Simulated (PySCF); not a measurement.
Al(Cl)(Me)(OH) (CH4AlClO), SMILES [Al]([CH3])([Cl])[OH].

Geometry optimised at r2SCAN-D4/def2-SVP. One conformer was computed; it need not be the lowest.

Level of theory: IEF-PCM-ωB97X/def2-SVP (PySCF).

The values are the electrostatic part of the solvation free energy, E(continuum) − E(gas) at the gas-phase geometry, in a cavity of scaled van der Waals radii (PySCF's table); cavitation and dispersion terms are not included. A continuum can't describe solvent molecules that bind to the metal. In vacuum the orbital gap is 12.97 eV. The dipole moment in vacuum is 0.79 D.

Computed values in water (ε = 78.36), tetrahydrofuran (ε = 7.43), methanol (ε = 32.61):
| solvent | ε | ΔG(elec) (kcal/mol) | dipole (D) | gap (eV) |
|---|---|---|---|---|
| water | 78.36 | -6.9 | 0.95 | 13.22 |
| tetrahydrofuran | 7.43 | -5.7 | 0.93 | 13.17 |
| methanol | 32.61 | -6.7 | 0.95 | 13.21 |
